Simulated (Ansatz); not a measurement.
Reaction (formal exchange of groups at a C–I bond): `Cl[SiH2]CI` + `C[SiH3]` → `[SiH3]CC[SiH2]Cl` + HI

Calculated with Ansatz (gas phase, PBE0-D4/def2-TZVP geometries, no zero-point term in ΔE). CCSD(T)/CBS is the MP2 limit (def2-TZVPP, def2-QZVPP) plus CCSD(T) − MP2 in def2-TZVPP, frozen cores. This one scheme is used for every species. DFT in def2-TZVPP. B3LYP here is the variant with VWN-RPA as its local correlation; programs differ in this. def2 core potentials past Kr. For I outer-core shells are correlated without core-valence functions, which leaves a few kJ/mol of doubt a bond. One conformer a species, not always the lowest.

**Question.** Is it downhill or uphill in electronic energy at CCSD(T)/CBS, and by how much? (An estimate is asked.)

**Answer.** Ansatz gave: Uphill: ΔE = +0.17 eV.

**Question.** What do these levels give: r2SCAN-D4, PBE0-D4, ωB97M-V, PBE, r2SCAN, B3LYP, MP2/def2-TZVPP, CCSD/def2-TZVPP, MP2/def2-QZVPP, SCS-MP2/def2-QZVPP, MP2/CBS(def2), CCSD/CBS(def2)? (Estimate.)

**Answer.** The calculation gave: r2SCAN-D4 0.12, PBE0-D4 0.08, ωB97M-V 0.09, PBE 0.14, r2SCAN 0.14, B3LYP 0.17, MP2/def2-TZVPP 0.16, CCSD/def2-TZVPP 0.09, MP2/def2-QZVPP 0.20, SCS-MP2/def2-QZVPP 0.20, MP2/CBS(def2) 0.22, CCSD/CBS(def2) 0.16 eV.

Largest T1 diagnostic among the species: 0.010.

The D4 term adds −0.06 eV with B3LYP and −0.04 eV with PBE0; it sums over pairs of atoms, weighted by their polarisabilities, and B3LYP, whose exchange is more repulsive, gets the larger term.
